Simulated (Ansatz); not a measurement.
Reaction (hydrogenolysis of a Ge–C bond): `[CH3][Ge]([CH3])([CH3])[Br]` + H₂ → `[CH3][GeH]([CH3])[Br]` + CH₄

Calculated with Ansatz (gas phase, PBE0-D4/def2-TZVP geometries, no zero-point term in ΔE). CBS: MP2 limit from def2 TZ/QZ plus the TZ coupled-cluster correction, frozen cores. This one scheme is used for every species. Functionals use def2-TZVPP. B3LYP here is the variant with VWN-RPA as its local correlation; programs differ in this. For Br, Ge outer-core shells are correlated without core-valence functions, which leaves a few kJ/mol of doubt a bond. Scalar relativity is left out up to krypton.

`[CH3][Ge]([CH3])([CH3])[Br]`:

Z-matrix (Å, degrees):
```
C
Ge 1 1.946
H 1 1.090 2 110.2
H 1 1.090 2 110.2 3 -120.0
H 1 1.092 2 109.9 3 120.0
C 2 1.946 1 112.5 3 175.8
C 2 1.946 1 112.5 3 -55.8
Br 2 2.339 1 106.2 3 60.0
H 6 1.090 2 110.2 1 -175.9
H 6 1.090 2 110.2 1 -55.8
H 6 1.093 2 109.9 1 64.1
H 7 1.093 2 109.9 1 -64.4
H 7 1.090 2 110.2 1 175.7
H 7 1.090 2 110.2 1 55.6
```

H₂:

```xyz
2

H     0.021   -0.250    0.276
H    -0.021    0.250   -0.276
```

`[CH3][GeH]([CH3])[Br]`:

```xyz
11

C     1.617   -0.377    0.172
Ge    0.010    0.680   -0.105
C    -1.627   -0.328    0.179
Br    0.016    1.350   -2.336
H     1.600   -1.254   -0.477
H     1.671   -0.705    1.212
H     2.502    0.216   -0.059
H     0.032    1.984    0.713
H    -1.639   -1.205   -0.469
H    -1.687   -0.654    1.219
H    -2.494    0.292   -0.049
```

CH₄:

Cartesian coordinates in Å:
```
C 0.000 0.000 0.000
H -0.889 0.040 0.629
H 0.095 0.933 -0.554
H -0.087 -0.831 -0.700
H 0.881 -0.142 0.625
```

```csv
level,ΔE (kcal/mol)
B3LYP-D4,-7.6
MP2/def2-TZVPP,-4.6
SCS-MP2/def2-TZVPP,-6.2
SCS-MP2/def2-QZVPP,-6.3
```

Question: What does CCSD(T)/CBS give? (Estimate.)

Answer: Computed: -6.2 kcal/mol. The listed levels differ from it by -1.4, 1.6, 0.0, -0.1 kcal/mol.

Largest T1 diagnostic among the species: 0.009.

In def2-TZVPP, CCSD(T) changes the Hartree–Fock value by +6.4 kcal/mol (the triples alone add +1.1 kcal/mol) and MP2 by +8.1 kcal/mol. The D4 term adds +2.6 kcal/mol with B3LYP and +1.5 kcal/mol with PBE0; it sums over pairs of atoms, weighted by their polarisabilities, and B3LYP, whose exchange is more repulsive, gets the larger term.
